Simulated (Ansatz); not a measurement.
Ansatz (a quantum-chemistry and plane-wave program) input:

Ansatz 0.2 input:
```yaml
crystal:
  periodic: [false, false, false]
  atoms:
    - {symbol: Si, position_ang: [0.96268251, 0.77333818, -0.28292022]}
    - {symbol: C, position_ang: [2.03962522, -0.64574638, -0.28220920]}
    - {symbol: F, position_ang: [1.16560161, 2.33744022, 0.39922036]}
    - {symbol: N, position_ang: [-0.57213736, 0.44424217, 0.56561086]}
    - {symbol: Si, position_ang: [-1.78488189, -0.62863674, 0.10581198]}
    - {symbol: H, position_ang: [0.58742972, 1.31017979, -1.61808644]}
    - {symbol: H, position_ang: [3.04364684, -0.50146422, -0.68327547]}
    - {symbol: H, position_ang: [2.07099136, -1.27135174, 0.60821399]}
    - {symbol: H, position_ang: [-0.83186073, 1.19100093, 1.18854659]}
    - {symbol: H, position_ang: [-2.81996917, -0.62006424, 1.17036442]}
    - {symbol: H, position_ang: [-1.26661382, -1.98970910, -0.04823167]}
    - {symbol: H, position_ang: [-2.52223256, -0.31526124, -1.14703504]}
basis:
  gaussian:
    orbitals: def2-TZVP
hamiltonian:
  xc: b3lyp
  dispersion: d3bj
total_charge: -1
relax: {f_tol: 0.002, max_steps: 150}
```

Question: What final total energy does it print?

Answer: -776.18946 Eh (B3LYP-D3(BJ)/def2-TZVP). The basis has 209 functions. The run takes roughly 4 core-minutes.

It need not be the lowest isomer of its formula. Whether it binds its extra electron was not tested at this geometry.
